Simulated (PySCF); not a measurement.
**Spectroscopy problems**

PySCF 2.14.0 with density-fitted response routines calculation with structure optimised with GFN2-xTB and σ from GIAO-PBE0/pcSseg-1; no solvent model, no relativistic terms, equivalent nuclei averaged, single conformer.

Chemical shifts δ = σref − σ; 1H, 13C vs TMS, all at this level. Splittings of carbon signals by F and P are missing where no couplings were computed. Where no couplings were computed, multiplicities follow the n + 1 count of equivalent neighbours, and m marks all less simple cases (inequivalent or close neighbours, rings, F or P nearby). Shifts are as computed. Against solution values, carbons near 30 ppm lie about +3 ppm off and those near 130 ppm about +5 ppm. Of 1211 compounds with measured shifts, 218 miss one by over three times the rms of a fit or turn the order of signals round; such compounds aren't used in these exercises. OH and NH positions are gas-phase values without hydrogen bonding to other molecules.

Task: C₆H₅F₃O. 1H NMR (400 MHz, computed): δ 6.02 (m, 1H), 5.64 (m, 1H), 5.51 (m, 1H), 3.01 (d, 2H). 13C{1H} NMR (computed): δ 197.9 (C), 143.2 (CH), 136.0 (C), 126.4 (CH2), 36.5 (C), 33.9 (CH2). Identify the compound.

Result: SMILES C=CCC(=C=O)C(F)(F)F. Rings plus π bonds: 3 (no ring in the answer). 6 carbon signals for 6 carbons: no two carbons are equivalent. Carbon types of the structure: 3 × C, 1 × CH, 2 × CH2, which accounts for all hydrogens. δC 197.9: central carbon of a ketene. δC 143.2: alkene CH; as expected for a trigonal carbon in a double bond. δC 136.0: CF3 carbon; 3 electronegative neighbours deshield it. δC 126.4: terminal =CH2 carbon; as expected for a trigonal carbon in a double bond.

The data come from this structure; uniqueness wasn't tested.

Task: C₆H₁₄N₂. 1H NMR (400 MHz, computed): δ 5.98 (q, 1H), 3.72 (s, 2H), 2.79 (t, 2H), 2.30 (d, 3H), 2.01 (t, 2H), 0.49 (br s, 2H), 0.26 (br s, 2H). 13C{1H} NMR (computed): δ 147.9 (C), 138.4 (CH), 54.0 (CH2), 52.8 (CH2), 50.2 (CH2), 16.1 (CH3). What is it?

Result: SMILES C/C=C(\CN)CCN. The formula gives 1 degree of unsaturation (no ring in the answer). 6 carbon signals for 6 carbons: no two carbons are equivalent. Carbon types of the structure: 1 × C, 1 × CH, 3 × CH2, 1 × CH3, leaving 4 H on heteroatoms. δC 147.9: fully substituted alkene carbon; as expected for a trigonal carbon in a double bond. δC 138.4: alkene CH; an sp2 carbon of a C=C bond. δC 52.8: allylic sp3 CH2 bonded to N; deshielded by the electronegative neighbour. δC 50.2: allylic sp3 CH2; a saturated carbon with 2 carbon neighbours and no heteroatom attached.

The data come from this structure; uniqueness wasn't tested.
